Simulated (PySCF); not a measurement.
ClH₃OSn, SMILES [OH][SnH2][Cl]. Coordinates come from a B3LYP-D3(BJ)/def2-SVP optimisation. The def2 effective core potentials stand for the cores of Sn; spin–orbit coupling is left out. The values are those of a single conformer.

### Question
Give the equilibrium geometry at B3LYP-D3(BJ)/def2-SVP (PySCF confirms it by a frequency run) as Cartesian coordinates in Å. (An estimate is asked for; the answer gives what the named calculation found.)

### Answer
Several could match; the one computed here: 
```xyz
6

Sn    -0.0551    -0.4822     0.0262
O      1.8665    -0.4618    -0.4781
Cl    -0.7929     1.7708     0.1225
H     -0.8244    -1.2656    -1.2795
H     -0.2737    -1.1243     1.6019
H      2.4024     0.0889     0.1102
```
